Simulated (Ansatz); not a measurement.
`C[Si](F)(S)Br` + HCl → `C[Si](F)(S)Cl` + HBr  (ligand exchange at the Si–Br bond)

Computed with Ansatz on PBE0-D4/def2-TZVP structures; ΔE is electronic, products minus reactants. CCSD(T)/CBS is the MP2 limit (def2-TZVPP, def2-QZVPP) plus CCSD(T) − MP2 in def2-TZVPP, frozen cores. This one scheme is used for every species. Functionals use def2-TZVPP. For Br outer-core shells are correlated without core-valence functions, which leaves a few kJ/mol of doubt a bond. Scalar relativity is left out up to krypton. Each species was taken in one conformer, which may not be the lowest.

```tsv
level	ΔE (kJ/mol)
BLYP-D4	-7.3
BHLYP-D4	-6.2
PBE	-6.0
PBE0	-5.8
LC-ωPBE	-7.2
CCSD/def2-SVP	-9.9
HF/def2-TZVPP	-8.8
MP2/CBS(def2)	-1.8
```

Question: What does CCSD(T)/CBS give? (An estimate is asked.)

Answer: The calculation gave: -3.5 kJ/mol. The listed levels differ from it by -3.8, -2.7, -2.5, -2.3, -3.7, -6.4, -5.3, 1.7 kJ/mol.

Largest T1 diagnostic among the species: 0.011.

Leaving LDA and LC-ωPBE aside and taking each functional with its dispersion term where it has one, the values, not all of them listed here, spread over 5.7 kJ/mol, from B97M-V to HSE06-D4. At CCSD(T), def2-SVP lies −5.9 kJ/mol from the extrapolated value and def2-TZVPP −2.3 kJ/mol.

CCSD(T)/CBS has its own doubt, a few kJ/mol and more with outer-core shells, so smaller differences from it don't rank the levels.
